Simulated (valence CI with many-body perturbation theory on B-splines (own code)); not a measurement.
Xe31+: calculated level list

Calculated by configuration interaction combined with many-body perturbation theory (CI+MBPT): five valence electrons over a frozen Dirac-Fock core [Ar], radial functions for each j: 7 s, 7 p, 8 d, 6 f, 4 g, 1 h, with the one-electron correlation potential Σ1, the two-electron term Σ2, the three-electron term Σ3, Breit, model QED; selected CI, second order for the rest, scaled by the run's own slope (own B-spline code, finite nucleus).

The last digits are not significant, and no measured levels were compared; by estimate large intervals hold to a few tenths of a per cent, small ones and those within an open d or f shell to about a per cent. Among the levels kept, up to 630 cm⁻¹ of a level comes from second order outside the variational space, and about a tenth of that is noise between levels of different J, which matters for small intervals. Only levels of the ground parity were solved; by the run's estimate the other parity begins above the list, which can be wrong where configurations are misplaced.

Levels 1 to 32 of 32, with energies above the lowest level, (3d3/2^4 3d5/2) J=5/2. "Leading %" is the weight of the configuration and term that name the level; weights of strongly mixed levels are sums over their largest components and can fall short, so below about 35 % the name and the second component can differ from the true leading terms, or belong to a minority configuration. In the jj column 3d3/2^4 stands for four electrons in 3d with j = 3/2.

```csv
No.,Configuration,Term,J,E (cm⁻¹),Leading %,Second component,g,Leading jj
1,3d⁵,⁶S,5/2,0,54,28 % 3d⁵ ⁴P,1.726,3d3/2^4 3d5/2 (54 %)
2,3d⁵,²F,5/2,92460,26,24 % 3d⁵ ⁶S,1.152,3d3/2^3 3d5/2^2 (44 %)
3,3d⁵,⁴G,7/2,149900,47,20 % 3d⁵ ²F,1.129,3d3/2^3 3d5/2^2 (95 %)
4,3d⁵,⁴D,3/2,154840,42,39 % 3d⁵ ⁴P,1.297,3d3/2^3 3d5/2^2 (93 %)
5,3d⁵,⁴G,11/2,158110,55,30 % 3d⁵ ²H,1.163,3d3/2^3 3d5/2^2 (90 %)
6,3d⁵,⁴G,9/2,174910,60,16 % 3d⁵ ⁴F,1.156,3d3/2^3 3d5/2^2 (77 %)
7,3d⁵,⁴D,5/2,178090,35,30 % 3d⁵ ⁴G,1.121,3d3/2^3 3d5/2^2 (61 %)
8,3d⁵,⁴P,1/2,188080,61,25 % 3d⁵ ⁴D,1.882,3d3/2^3 3d5/2^2 (69 %)
9,3d⁵,⁴F,7/2,218670,25,24 % 3d⁵ ²F,1.167,3d3/2^3 3d5/2^2 (73 %)
10,3d⁵,²D,5/2,230660,36,15 % 3d⁵ ⁴P,1.214,3d3/2^2 3d5/2^3 (51 %)
11,3d⁵,⁴D,7/2,254450,38,24 % 3d⁵ ⁴G,1.186,3d3/2^2 3d5/2^3 (79 %)
12,3d⁵,²I,11/2,258970,60,34 % 3d⁵ ⁴G,1.047,3d3/2^2 3d5/2^3 (91 %)
13,3d⁵,²D,3/2,262020,53,26 % 3d⁵ ⁴D,0.848,3d3/2^3 3d5/2^2 (51 %)
14,3d⁵,²G,9/2,273790,45,35 % 3d⁵ ⁴G,1.145,3d3/2^2 3d5/2^3 (78 %)
15,3d⁵,⁴D,1/2,274780,74,19 % 3d⁵ ⁴P,0.645,3d3/2^2 3d5/2^3 (91 %)
16,3d⁵,⁴P,3/2,284430,49,36 % 3d⁵ ⁴F,1.159,3d3/2^2 3d5/2^3 (87 %)
17,3d⁵,²I,13/2,284680,100,,1.072,3d3/2^2 3d5/2^3 (100 %)
18,3d⁵,²F,5/2,299840,38,17 % 3d⁵ ⁴D,1.016,3d3/2^2 3d5/2^3 (80 %)
19,3d⁵,²H,9/2,327200,53,46 % 3d⁵ ⁴F,1.101,3d3/2^2 3d5/2^3 (99 %)
20,3d⁵,²G,7/2,339850,61,32 % 3d⁵ ²F,0.990,3d3/2^2 3d5/2^3 (97 %)
21,3d⁵,⁴F,5/2,344100,50,22 % 3d⁵ ²F,1.041,3d3/2^2 3d5/2^3 (82 %)
22,3d⁵,²D,3/2,364300,76,19 % 3d⁵ ⁴F,0.763,3d3/2^2 3d5/2^3 (49 %)
23,3d⁵,²F,5/2,374470,33,28 % 3d⁵ ⁴P,1.177,3d3/2 3d5/2^4 (70 %)
24,3d⁵,²F,7/2,374960,56,32 % 3d⁵ ²G,1.064,3d3/2^2 3d5/2^3 (72 %)
25,3d⁵,²S,1/2,383310,64,19 % 3d⁵ ⁴P,1.887,3d3/2^2 3d5/2^3 (49 %)
26,3d⁵,²G,9/2,409990,55,24 % 3d⁵ ²H,1.103,3d3/2^2 3d5/2^3 (63 %)
27,3d⁵,⁴F,7/2,414210,42,26 % 3d⁵ ²F,1.191,3d3/2 3d5/2^4 (90 %)
28,3d⁵,²H,11/2,424410,63,26 % 3d⁵ ²I,1.061,3d3/2 3d5/2^4 (97 %)
29,3d⁵,²D,3/2,443010,61,19 % 3d⁵ ⁴D,0.861,3d3/2 3d5/2^4 (74 %)
30,3d⁵,²D,5/2,467360,65,26 % 3d⁵ ²F,1.113,3d3/2 3d5/2^4 (78 %)
31,3d⁵,²G,9/2,483230,87,6 % 3d⁵ ²H,1.107,3d3/2 3d5/2^4 (60 %)
32,3d⁵,²D,5/2,499650,54,27 % 3d⁵ ²F,1.103,3d3/2^2 3d5/2^3 (48 %)
```

The ionisation energy to 3d⁴ ³P0 of the next ion comes out as 1918.6 eV (NIST: 1919 ± 4 eV (theoretical)). All 32 levels together are meant to be complete up to 502870 cm⁻¹.
